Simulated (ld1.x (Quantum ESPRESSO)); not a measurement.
manganese (Mn): TM semilocal pseudisation with LDA (PZ), scalar-relativistic reference atom.

| Item | Value |
| --- | --- |
| Element | manganese |
| Generator | ld1.x (Quantum ESPRESSO) 7.5 |
| Type | norm-conserving Troullier–Martins (semilocal form) |
| Functional | LDA (PZ) |
| Relativity | scalar-relativistic |
| Frozen core | [Ar] |
| Valence charge | 7 |
| Reference configuration | 3d5 4s1.5 4p0 (charge +0.5) |
| Partial waves | 4p (bound, empty): rc 2.05 bohr; 3d (bound): rc 0.85 bohr; 4s (bound): rc 2.55 bohr |
| Local potential | the s channel |
| Core correction | Bessel-smoothed model core, default radius (core density twice the valence density) |

All-electron outer shells of the reference configuration (LDA (PZ), scalar-relativistic, ld1.x):

```csv
shell,level (eV),outermost node (bohr),outermost maximum (bohr)
3p,-58.45,0.31,0.75
3d,-10.93,–,0.75
4s,-8.62,1.05,2.41
4p,-4.29,1.15,3.10
```

(1) Estimate the cutoffs (Ry, on a coarse ladder) from which the occupation-weighted sum of valence levels, in a spherical-Bessel basis at the reference potential, stays within 10 and 1 mRy of its value at 400 Ry.

(2) Which valence shell sets the plane-wave cutoff?

(3) Tests: 3d5 4s2 4p0; 3d5 4s1 4p0; 3d5 4s0 4p0; 3d4 4s2 4p0; 3d3 4s0 4p0; 3d5.5 4s1.5 4p0; 3d4 4s0 4p0. Which has the largest error in its energy relative to the reference configuration, and how large is it?

Answers

(1) 230 Ry and 300 Ry.

(2) 3d: its level needs 260 Ry to come within 1 mRy, against 18 Ry for 4s.

(3) 3d3 4s0 4p0, with -1539 meV (all-electron minus pseudo) on +104.92 eV.
